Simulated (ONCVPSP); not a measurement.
## What one change does to a pseudopotential (silicon (Si), ONCV)

```json
{
  "Element": "silicon",
  "Generator": "ONCVPSP 4.0.1",
  "Type": "optimised norm-conserving Vanderbilt (ONCV)",
  "Functional": "PBEsol",
  "Relativity": "scalar-relativistic",
  "Frozen core": "[Ne]",
  "Valence charge": "4",
  "Reference configuration": "3s2 3p2",
  "Partial waves": "3s: rc 2.00 bohr, ncon 4, nbas 7, qcut 4 1/bohr, 2 projectors, debl 1 Ha; 3p: rc 1.80 bohr, ncon 4, nbas 8, qcut 5 1/bohr, 2 projectors, debl 0.6 Ha; d scattering state at 0.25 Ha: rc 1.55 bohr, ncon 4, nbas 8, qcut 6 1/bohr, 3 projectors, debl 1.2 Ha",
  "Local potential": "polynomial inside 1.30 bohr (lpopt 5, dvloc0 0 Ha)",
  "Core correction": "none"
}
```

Change: local potential polynomial inside 1.30 bohr (lpopt 5, dvloc0 -1 Ha).

Cutoffs: the cutoffs (Ha) at which the residual kinetic energy of the hardest occupied pseudo-wave falls to 1 and 0.1 mHa per electron; they do not see the model core or the augmentation charge, which bear on the density cutoff. Errors are all-electron minus pseudo energies relative to the spin-unpolarised reference configuration.

How do hardness, ghosts and transferability respond?

The potential gets neither clearly harder nor softer (7.0 Ha and 17 Ha → 7.0 Ha and 17 Ha); the bound ghost in d disappears; the errors of the 4 common tests hardly move. In the separable form a ghost depends on how the local part lies against the semilocal potential of the channel, so the choice of the local part can create or remove one.

```tsv
quantity	base	changed
cutoff, loose	7.0 Ha	7.0 Ha
cutoff, tight	17 Ha	17 Ha
bound ghosts	d	none
GHOST(+) flags under 300 eV	s at 87.8 eV	s at 77.2 eV
error for 3s2 3p1, meV [ΔE 7.71 eV]	-0.1	-0.1
error for 3s2 3p0, meV [ΔE 23.68 eV]	+6.4	+6.5
error for 3s1 3p0, meV [ΔE 57.58 eV]	+66	+66
error for 3s2 3p1.5, meV [ΔE 2.91 eV]	-0.2	-0.2
s: phases at 2.03 bohr within 0.05 rad from the reference energy up to (Ha; the scan ends near 5)	2.5	2.3
p: phases at 1.83 bohr within 0.05 rad from the reference energy up to (Ha; the scan ends near 5)	2.9	2.9
d: phases at 1.58 bohr within 0.05 rad from the reference energy up to (Ha; the scan ends near 5)	to the end of the scan	to the end of the scan
```

Base: The cutoffs count occupied waves only; projector 3 of the d channel, the hardest unoccupied one, needs 23 Ha at the loose tolerance. Changed file: The cutoffs count occupied waves only; projector 3 of the d channel, the hardest unoccupied one, needs 23 Ha at the loose tolerance. A true bound ghost makes a file unfit for plane-wave use even where its test errors are small: the radial tests pick states by their node count and pass the ghost by.
